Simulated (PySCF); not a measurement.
# Vibration and rotation of InF⁺

BLYP constants of InF⁺, ²Σ⁺ (doublet), unpaired electrons σ ↑ (PySCF, scalar-relativistic core potentials, basis sets In def2-TZVPPD with ECP28, F def2-TZVPPD; masses 114.9039 and 18.9984 u):

| Property | Result |
| --- | --- |
| ωe | 499.4 cm⁻¹ |
| ωexe | 5.2 cm⁻¹ |
| Be | 0.26681 cm⁻¹ |
| αe | 0.00281 cm⁻¹ |
| D (centrifugal) | 3.05e-07 cm⁻¹ |
| De to In⁺ + F | 1.20 eV |

(1) Give the vibrational terms G(v) and spacings up to v = 6.

(2) How well does the Morse estimate ωe²/(4ωexe) reproduce De, and what is D0?

These are scalar-relativistic numbers at best; spin–orbit coupling would shift them, the dissociation energy most. For an ion De counts to the pair picked by the measured ionisation energies or electron affinities, which need not be the lowest pair at this level. The state was picked by a PBE0 search and need not be the measured ground state.

Results:

(1) G(v) = ωe(v+½) − ωexe(v+½)².

| v | G(v) (cm⁻¹) | G(v) − G(v−1) | Bv (cm⁻¹) |
| --- | --- | --- | --- |
| 0 | 248.4 |  | 0.2654 |
| 1 | 737.4 | 489.0 | 0.2626 |
| 2 | 1216.0 | 478.6 | 0.2598 |
| 3 | 1684.2 | 468.2 | 0.2570 |
| 4 | 2142.0 | 457.8 | 0.2542 |
| 5 | 2589.4 | 447.4 | 0.2514 |
| 6 | 3026.4 | 437.0 | 0.2485 |

(2) It gives 1.49 eV, 124 % of the computed De. D0 = De − G(0) = 1.20 − 0.03 = 1.17 eV.
